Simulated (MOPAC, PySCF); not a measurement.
HBS, SMILES `B=S`, neutral singlet in the gas phase. 

Cartesian coordinates (Å):
SMILES: B=S
```xyz
3

B     -0.1387     0.0388     0.0000
S      1.4335    -0.2460     0.0000
H     -1.2948     0.2482     0.0000
```
Charge 0, multiplicity 1.

All levels are single points at this geometry (PBE0-D4/def2-TZVP); Pople sets use spherical d functions. Orbital energies aren't observables, and empty levels follow the basis.

HF/6-31G* in PySCF gives gap (eV) = 13.61.

### Question
Estimate the gap (eV) from each of these levels: B3LYP-D3(BJ)/def2-TZVP in PySCF; PBE-D3(BJ)/def2-TZVP in PySCF; PBE0-D4/def2-TZVP in PySCF; B3LYP/3-21G in PySCF; B3LYP/6-311+G** in PySCF; B3LYP/6-31G* in PySCF; BP86/6-31G* in PySCF; M06-2X/6-31G* in PySCF; SVWN5/6-31G* in PySCF; HF/STO-3G in PySCF; PM3 in MOPAC; PM6 in MOPAC.

### Answer

```
level                            gap (eV)
-------------------------------  --------
B3LYP-D3(BJ)/def2-TZVP in PySCF      6.88
PBE-D3(BJ)/def2-TZVP in PySCF        5.30
PBE0-D4/def2-TZVP in PySCF           7.35
B3LYP/3-21G in PySCF                 7.24
B3LYP/6-311+G** in PySCF             6.88
B3LYP/6-31G* in PySCF                7.07
BP86/6-31G* in PySCF                 5.45
M06-2X/6-31G* in PySCF               9.57
SVWN5/6-31G* in PySCF                5.40
HF/STO-3G in PySCF                  15.72
PM3 in MOPAC                        11.81
PM6 in MOPAC                        10.18
```
